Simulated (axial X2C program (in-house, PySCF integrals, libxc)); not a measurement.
## Which molecule has these constants?

Computed with an axial X2C code built on PySCF integrals, spin-free (one-electron X2C) or two-component (2c: spin–orbit coupling with atomic mean-field Coulomb and Gaunt terms, which also bring small scalar terms), in Dyall basis sets with cores contracted in-house; open shells are unrestricted.

A two-component PBE0 calculation in a Dyall 3-zeta basis gave Re = 3.594 Å, ωe = 70.8 cm⁻¹, De = 0.30 eV, Ω = 1.

Question: Which molecule is it?
A. YSe⁺
B. SnSe⁺
C. RbSe⁺
D. SrSe⁺
E. MoSe⁺

Answer: C. The others have YSe⁺ 2.343 Å and 381.3 cm⁻¹ (Ω = 0); SnSe⁺ 2.488 Å and 265.5 cm⁻¹ (Ω = 3/2); MoSe⁺ 2.223 Å and 315.0 cm⁻¹ (Ω = 3/2); SrSe⁺ 2.720 Å and 236.2 cm⁻¹ (Ω = 3/2).

Each entry is the lowest single determinant of a limited PBE0 search at one distance. De goes to single-determinant-based atoms at the same level (for ions the charge split of lowest energy) and is withheld (n/a) where an atom does not fit its ground term or J level. Main or longest-lived isotopes. One determinant is a doubtful description, or other states lie close, for RbSe⁺, SnSe⁺, MoSe⁺; these need not be ground states, and all values refer to the states named. Some open-shell Ω = 0 determinants are out of reach, so the Ω given for RbSe⁺ need not be the lowest component. With several unpaired electrons the Ω given is that of one determinant, not necessarily of the lowest component. The functionals have no current term, which raises determinants with orbital currents.
